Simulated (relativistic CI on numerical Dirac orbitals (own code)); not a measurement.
**Mo²⁺: 4s photoemission**

Computed with this model: Dirac-Coulomb-Breit CI, separate exchange-only KLI orbitals for each configuration, model QED (radiative potential, 1s self-energy scaled to tabulated hydrogen-like ionisation energies), valence Slater integrals scaled by 0.7, multiplet model of photoemission in the sudden approximation; configurations [Kr] 4d4 → [Ar] 3d10 4s 4p6 4d4; 80 K; Lorentzian 2 eV and Gaussian 0.6 eV FWHM. Energies are those of the free ion, without screening or charge transfer. The energies are binding energies and can lie tens of eV above those of solids. Without intra-shell correlation the exchange splitting of an s hole comes out too large, often by half or more. S is read from ⟨S²⟩ = S(S + 1).

Field parameters in Wybourne normalisation: D4h B²₀ = −7Ds, B⁴₀ = 21(Dq − Dt), B⁴₄ = 21√(5/14) Dq. The field is a parameter set, without covalency.

free ion: ground-state S = 1.99, centroid 95.39 eV. Peaks (eV, height): 93.2 (100), 98.6 (67).

D4h, 10Dq = 25300, Ds = -1500, Dt = 430 cm⁻¹: ground-state S = 1.00, centroid 95.60 eV. Peaks (eV, height): 94.6 (100), 97.8 (56).

Strongest unbroadened transitions for D4h, 10Dq = 25300, Ds = -1500, Dt = 430 cm⁻¹:

| Energy (eV) | Relative strength |
| --- | --- |
| 94.48 | 14.8 |
| 94.49 | 100.0 |
| 94.50 | 45.6 |
| 94.80 | 3.4 |
| 94.81 | 1.4 |
| 94.82 | 9.6 |
| 97.04 | 0.6 |
| 97.05 | 1.1 |
| 97.13 | 0.4 |
| 97.18 | 0.3 |
| 97.23 | 0.3 |
| 97.76 | 40.2 |
| 97.79 | 1.7 |
| 97.80 | 8.8 |
| 97.81 | 10.2 |
| 97.84 | 7.4 |
| 97.85 | 12.2 |
| 97.88 | 2.5 |
